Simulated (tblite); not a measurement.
Task: Write Cartesian coordinates for `C=CC[Si@@](C)(P)[SiH2]C=C` as optimised with GFN2-xTB.

Result: 
```xyz
24
C6H15PSi2 angstrom
C      2.222    1.778    0.362
C      2.126    0.729   -0.436
C      1.978   -0.673    0.023
Si     0.132   -1.238   -0.091
C     -0.392   -1.148   -1.932
P      0.197   -3.455    0.385
Si    -1.206    0.100    1.305
C     -1.503    1.774    0.496
C     -2.665    2.192    0.020
H      2.234    1.673    1.434
H      2.307    2.781   -0.020
H      2.114    0.868   -1.509
H      2.591   -1.335   -0.590
H      2.316   -0.769    1.056
H     -0.404   -0.122   -2.286
H     -1.389   -1.556   -2.075
H      0.286   -1.715   -2.565
H      0.291   -3.272    1.754
H     -1.179   -3.583    0.444
H     -2.514   -0.512    1.588
H     -0.565    0.335    2.609
H     -0.642    2.426    0.400
H     -2.792    3.155   -0.452
H     -3.554    1.585    0.086
```

Any rigid rotation of these coordinates is as good. Atoms count from 1 in this order. P6 (three-coordinate phosphorus) is pyramidal (angles 94.6°, 94.1° and 92.2°, sum 280.9°, 0.85 Å off the plane of its three neighbours). Si4 (four-coordinate silicon) is distorted tetrahedral (angles from 104.2° to 116.6°). The C–C distances run from 1.322 Å (C1=C2, drawn double) to 1.483 Å (C2–C3, drawn single), a spread of 0.161 Å. Of the pairs four or more bonds apart, C1···H22 is among the closest relative to their van der Waals radii: 2.94 Å, 101 % of the sum of Bondi's values.

Bonds between heavy atoms (Å): C1=C2 1.322, C2–C3 1.483, C3–Si4 1.934, Si4–C5 1.916, Si4–P6 2.268, Si4–Si7 2.351, Si7–C8 1.882, C8=C9 1.324.

Structure optimised with GFN2-xTB, isolated species.

Point group: C1 (no symmetry element, even within 0.4 Å). Its GFN2-xTB frequencies are all real (lowest 26 cm⁻¹). One conformer, not necessarily the lowest (C1–C2–C3–Si4 100°, C2–C3–Si4–C5 62°, C3–Si4–P6–H 79° and 172°, C3–Si4–Si7–C8 77°, Si4–Si7–C8–C9 111°). 3 starts were optimised and ended at 0.00, 0.22 and 1.81 kcal/mol (GFN2-xTB); the lowest of these is shown.

These are computed values.
